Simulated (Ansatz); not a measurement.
A nudged elastic band was laid between two geometries of C₂H₄AlF (8 atoms, charge 0, multiplicity 1).

The calculation used RHF/def2-SVP in Ansatz 0.2.0.

* movable images: 7
* climbing image: yes
* spring: 5.0 eV/Å²
* optimiser: quadratic models (default)
* start path: IDPP
* force threshold: 0.05 eV/Å
* iteration limit: 60
* end points: relaxed

Image 0:

```xyz
8
Properties=species:S:1:pos:R:3
F -0.478 2.531 0.157
C -0.147 1.317 -0.237
C -0.204 0.253 0.549
Al 0.298 -1.512 -0.091
H 0.170 1.322 -1.273
H -0.549 0.445 1.563
H 0.780 -1.648 -1.591
H 0.223 -2.765 0.866
```

Image 8:

```xyz
8
Properties=species:S:1:pos:R:3
F -0.478 2.532 0.154
C -0.147 1.318 -0.240
C -0.203 0.255 0.546
Al 0.298 -1.513 -0.088
H 0.169 1.324 -1.276
H -0.547 0.447 1.561
H 0.222 -2.761 0.874
H 0.779 -1.658 -1.587
```

Q: What changes between the two ends?

A: No bond is made or broken. The dihedral C2–C3–Al4–H7 goes from 0 to 180°. The two ends are copies of one structure, up to a mirror image or an exchange of like atoms.

Q: What energy profile does the band end with?

A: The run converged. The highest image is number 4 of 0 to 8, 5.0 kcal/mol above the ends, which have the same energy within 2 meV. A vibrational analysis at the climbing image gives one clearly imaginary mode, 208i cm⁻¹: a first-order saddle point.

```json
{"image": "0", "path coordinate (Å)": "0.00", "energy (kcal/mol)": "0.0", "dihedral C2–C3–Al4–H7 (°)": "0"}
{"image": "1", "path coordinate (Å)": "0.59", "energy (kcal/mol)": "0.7", "dihedral C2–C3–Al4–H7 (°)": "23"}
{"image": "2", "path coordinate (Å)": "1.17", "energy (kcal/mol)": "2.5", "dihedral C2–C3–Al4–H7 (°)": "47"}
{"image": "3", "path coordinate (Å)": "1.76", "energy (kcal/mol)": "4.3", "dihedral C2–C3–Al4–H7 (°)": "69"}
{"image": "4", "path coordinate (Å)": "2.35", "energy (kcal/mol)": "5.0", "dihedral C2–C3–Al4–H7 (°)": "91"}
{"image": "5", "path coordinate (Å)": "2.94", "energy (kcal/mol)": "4.3", "dihedral C2–C3–Al4–H7 (°)": "112"}
{"image": "6", "path coordinate (Å)": "3.52", "energy (kcal/mol)": "2.5", "dihedral C2–C3–Al4–H7 (°)": "133"}
{"image": "7", "path coordinate (Å)": "4.11", "energy (kcal/mol)": "0.8", "dihedral C2–C3–Al4–H7 (°)": "156"}
{"image": "8", "path coordinate (Å)": "4.69", "energy (kcal/mol)": "0.0", "dihedral C2–C3–Al4–H7 (°)": "180"}
```

Q: What is the geometry of the highest image?

A: 
```xyz
8
Properties=species:S:1:pos:R:3:forces:R:3
F -1.136 2.341 0.186 0.02 0.00 0.01
C -0.745 1.147 -0.229 -0.02 0.00 -0.02
C 0.091 0.383 0.447 0.00 -0.03 -0.02
Al 0.711 -1.403 -0.088 -0.01 0.03 0.03
H -1.207 0.908 -1.179 0.00 0.01 0.00
H 0.435 0.823 1.384 0.00 0.00 0.01
H 2.025 -1.567 -0.948 0.01 0.00 -0.01
H -0.081 -2.690 0.370 0.00 0.01 0.00
```

Q: What are the harmonic wavenumbers there?

A: 208i, 180, 189, 436, 579, 639, 784, 867, 925, 1077, 1198, 1301, 1476, 1834, 2019, 2031, 3268, 3357 cm⁻¹.

Run time: 46 s on 1 thread of AMD EPYC 7R43 64-Core Processor (Zen 3), with other jobs on the host, peak memory 0.15 GiB.
